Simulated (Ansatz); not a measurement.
CH2AlF, SMILES `F[C][AlH2]` (lower triplet) (charge 0, multiplicity 3). This triplet lies 0.62 eV below the relaxed singlet at the level frozen-core CCSD(T)/cc-pVTZ // PBE0-D3(BJ)/def2-TZVP (Ansatz, a first-principles code).

Cartesian coordinates (Å):
SMILES: F[C][AlH2]
```xyz
5

F      2.3244     0.1446    -0.0357
C      1.1686    -0.4472    -0.0615
Al    -0.6917     0.0087     0.0149
H     -1.1364     1.5217     0.1516
H     -1.6649    -1.2278    -0.0692
```
Charge 0, spin multiplicity 3.

Frozen-core energies in cc-pVDZ from Ansatz at a geometry from PBE0-D3(BJ)/def2-TZVP; the HF reference has <S^2> = 2.02 and the T1 diagnostic is 0.023.

```
level    energy (Ha)
-------  -----------
HF        -380.28794
MP2       -380.62197
CCSD      -380.65528
CCSD(T)   -380.66331
```

Estimate the energies of CCSDT and CCSDT(Q), and give each level's difference from CCSDT(Q).


```tsv
level	energy (Ha)	difference from CCSDT(Q) (mHa)
MP2	-380.62197	43.16
CCSD	-380.65528	9.86
CCSD(T)	-380.66331	1.83
CCSDT	-380.66448	0.65
CCSDT(Q)	-380.66513	0.00
```
